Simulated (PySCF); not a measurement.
CH₅O, SMILES C[OH2+], charge +1.

Geometry optimised at B3LYP-D3(BJ)/def2-TZVP. The isomer is the one that the SMILES or the coordinates give; other isomers of the formula were not compared.

Calculation: CAM-B3LYP/def2-TZVPD (PySCF).

Symmetry labels are those of the subgroup Cs that the program uses (full group Cs).

Computed valence orbital energies around the gap with their symmetry:
| orbital | symmetry | energy (eV) |
|---|---|---|
| HOMO−7 | A' | -287.17 |
| HOMO−6 | A' | -40.14 |
| HOMO−5 | A' | -28.83 |
| HOMO−4 | A" | -26.38 |
| HOMO−3 | A' | -23.20 |
| HOMO−2 | A' | -21.76 |
| HOMO−1 | A" | -19.81 |
| HOMO | A' | -18.89 |
| LUMO | A' | -5.62 |
| LUMO+1 | A" | -3.51 |
| LUMO+2 | A' | -3.50 |
| LUMO+3 | A' | -2.62 |
